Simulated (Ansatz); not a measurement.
`C[SiH2]N(C)C` + `[SiH3][TeH]` → `C[SiH2][Te][SiH3]` + dimethylamine at 298.15 K and 1 bar (ligand exchange at the Si–N bond).

Computed with Ansatz on PBE0-D4/def2-TZVP structures; ΔE is electronic, products minus reactants. CCSD(T)/CBS adds triple-zeta CCSD(T) − MP2 to the extrapolated MP2 energy (def2 sets, frozen cores). Elements past krypton have def2 core potentials. For Te outer-core shells are correlated without core-valence functions, which leaves a few kJ/mol of doubt a bond. Each species was taken in one conformer, which may not be the lowest.

| species | CCSD(T)/CBS energy (Eh) | H − E (kJ/mol) | S (J/(mol·K)) |
| --- | --- | --- | --- |
| `C[SiH2]N(C)C` | -464.57799 | 381.6 | 365.8 |
| `[SiH3][TeH]` | -559.21313 | 96.9 | 297.5 |
| `C[SiH2][Te][SiH3]` | -888.79691 | 233.6 | 402.9 |
| `CNC` | -135.00321 | 256.9 | 271.4 |

H − E and S are ideal-gas, rigid-rotor, harmonic terms from PBE0-D4/def2-TZVP, for one conformer and one mirror image of each species. 1 Eh = 2625.50 kJ/mol, R = 8.31446 J/(mol·K).

Task: By hand: ΔE, ΔH, ΔS and ΔG.

Result: ΔE = (-888.79691) + (-135.00321) − (-464.57799) − (-559.21313) = -0.00900 Eh = -23.6 kJ/mol. Δ(H − E) = 233.6 + 256.9 − 381.6 − 96.9 = 12.0, so ΔH = -11.6 kJ/mol. ΔS = 402.9 + 271.4 − 365.8 − 297.5 = 11.0 J/(mol·K). ΔG = -11.6 − 298.15 × (11.0)/1000 = -14.9 kJ/mol.

Task: By hand: the equilibrium constant, and the temperature at which ΔG would vanish if ΔH and ΔS stayed fixed.

Result: log₁₀ K = −ΔG/(RT ln 10) = 2.6. ΔH and −TΔS have one sign here, so there is no such temperature.

The number of gas molecules stays the same, so ΔS is small and ΔH decides. A doubt of 5 kJ/mol in ΔE shifts log₁₀ K by 0.9 here. Other conformers and mirror images would add mixing entropy, several J/(mol·K) or more a flexible species. Modes under 60 cm⁻¹, often nearly free rotors, make the harmonic entropy too high. These are equilibria of isolated gas molecules and say nothing of rates. Largest T1 diagnostic: 0.011 (customary marks: 0.02 for closed shells, 0.045 for open ones).

ΔS is within the doubt of such terms, so its sign, and with it that verdict, could turn.
